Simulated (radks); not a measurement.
The numbers below are computed, except where a source is named.
Spherical quantum dot in the effective-mass picture: electrons in a hard-walled sphere of radius 2.65, with a point charge +2 (a donor) at the centre, all in effective atomic units (hartree* = m*/eps^2 hartree, bohr* = eps/m* bohr), one dielectric constant everywhere. Level of theory: non-relativistic Kohn-Sham, r2SCAN, spin-polarised, spherical densities, generalised Kohn-Sham scheme (a radial shooting solver with Libxc functionals). Levels are named by radial order and angular momentum (1s, 1p, 1d, 2s, ...), and open shells are averaged over m. Results are scaled to m* = 0.057 and eps = 14.3, for which hartree* = 7.585 meV and bohr* = 13.28 nm.

N = 37, configuration 1s2 1p6 1d10 2s2 1f14 1g(up 3, down 0). This is the lowest configuration that the search found. Occupied and some empty levels:

level    occupation  eigenvalue (meV)  <r> (nm)
1s up             1            131.69     22.14
1s down           1            131.95     21.92
1p up             3            135.12     24.62
1p down           3            135.47     24.55
1d up             5            140.16     25.49
1d down           5            140.55     25.45
2s up             1            142.92     12.69
2s down           1            143.04     12.84
1f up             7            146.99     26.16
1f down           7            147.44     26.13
1g up             3            155.52     26.71
1g down           0            156.00     26.69
2p up             0            159.75     17.41
2p down           0            159.92     17.43
1h up             0            165.63     27.18
1h down           0            166.16     27.17
3s up             0            168.21     17.33
3s down           0            168.40     17.37
2d up             0            172.42     19.75
2d down           0            172.66     19.77

Energy (meV): total 2838.61, kinetic 861.85, external -346.29, Hartree 2527.2, exchange-correlation -204.14.

Electron density:

r (nm)  n(r) (e/nm^3)
1.89         0.001239
3.64        0.0007426
5.39        0.0004515
7.14        0.0002799
8.89        0.0001797
10.6        0.0001245
12.4        0.0001004
14.1        0.0001004
15.9        0.0001208
17.6        0.0001593
19.4        0.0002125
21.1        0.0002740
22.9        0.0003324
24.6        0.0003715
26.4        0.0003747
28.1        0.0003286
29.9        0.0002361
31.6        0.0001237
33.4       0.00003357
35.1        8.554e-08
